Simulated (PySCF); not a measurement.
All values below come from B3LYP-D3(BJ)/def2-TZVP // r2SCAN-D4/def2-SVP (PySCF 2.14.0). All species are isolated molecules in the gas phase. One relaxed conformer stands for a flexible species; it need not be the lowest. B3LYP has the VWN-RPA correlation part, as in Gaussian. 

Reference species: [Nb(Cl)4(NH2)] (neutral, multiplicity 1).

```
Quantity                                                        Result
------------------------------------------------------------  --------
HOMO                                                          -8.50 eV
HOMO–LUMO gap                                                  4.27 eV
mean distance from the central atom to its bonded neighbours   2.244 Å
coordination number                                                  5
```

Changed species: [Nb(NH2)5] (5 of 5 Cl replaced by NH2; the reference has 1 of 5 Cl replaced by NH2).

### Question
Give the shifts of the HOMO, HOMO–LUMO gap, mean distance from the central atom to its bonded neighbours and coordination number.

### Answer
the HOMO goes up by 2.31 eV, to -6.19 eV; the HOMO–LUMO gap increases by 0.77 eV, to 5.04 eV; the mean distance from the central atom to its bonded neighbours decreases by 0.232 Å, to 2.012 Å; the coordination number stays essentially unchanged.
